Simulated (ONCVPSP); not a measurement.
## Pseudopotential generation for argon: ONCV, PBEsol, scalar-relativistic.

ONCVPSP 4.0.1 input, shortened (lines: element, Z, core and valence counts, functional; n l f; lmax; l rc ep ncon nbas qcut; lloc lpopt rc5 dvloc0; l nproj debl; icmod fcfact rcfact), PBEsol, scalar-relativistic:

```
  Ar 18.00    1    4  -116133      upf
    1    0    2.00
    2    0    2.00
    2    1    6.00
    3    0    2.00
    3    1    5.50
    2
    0    0.80    0.00    5    8   13.20
    1    0.80    0.00    4    7   18.50
    2    0.75    0.20    4    7   13.30
    2    5    0.75    0.00
    0    3    1.60
    1    2    4.00
    2    0    0.60
    0    0.00    0.00
```

Poles of the logarithmic derivatives, all-electron (AE) and pseudo (PS). s: poles at -10.2 (AE) and -10.2 (PS) Ha. p: poles at -7.9 (AE) and -7.9 (PS) Ha. d: poles at no energy (AE) and no energy (PS) Ha. Test radii: s 0.81, p 0.81, d 0.76 bohr.

* Cutoffs needed: 138 Ha and 155 Ha (the cutoffs (Ha) at which the residual kinetic energy of the hardest occupied pseudo-wave falls to 1 and 0.1 mHa per electron)
* Ghost test: no bound ghost flagged; no localised positive-energy state flagged
* Largest excitation error: -1.7 meV (all-electron minus pseudo) for 2s2 2p6 3s1 3p6, out of 4 test configurations
